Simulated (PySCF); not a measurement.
A structure optimised at B3LYP-D3(BJ)/def2-SVP, used in a PySCF frequency run:

```
V
O 1 1.5200
F 1 1.6665 2 107.81
F 1 1.6665 2 107.81 3 124.21
```
Charge +1, spin multiplicity 1.

Write its SMILES, formula and point group.

[O]=[V+]([F])[F], F2OV, Cs

What are its rotational constants (standard atomic weights)?

8.4295, 6.1757, 3.9616 GHz
